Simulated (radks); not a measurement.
The numbers below are computed, except where a source is named.
Charge is removed step by step from the 1s1/2 level of H, starting from 1s1. Level of theory: Dirac Kohn-Sham, PBE, spin-unpolarised, spherical densities, finite nucleus; Gaussian nuclear charge, rms radius 0.8783 fm (a radial shooting solver on a logarithmic mesh with Libxc functionals).

removed (e)  E - E(0) (eV)  eigenvalue (eV)
0                    0.000           -6.493
0.1                  0.707           -7.659
0.2                  1.533           -8.870
0.3                  2.483          -10.119
0.4                  3.558          -11.394
0.5                  4.762          -12.681
0.6                  6.094          -13.958
0.7                  7.552          -15.189
0.8                  9.128          -16.298
0.9                 10.801          -17.083

The mean slope of the eigenvalue, de/dn, is 11.8 eV per electron.
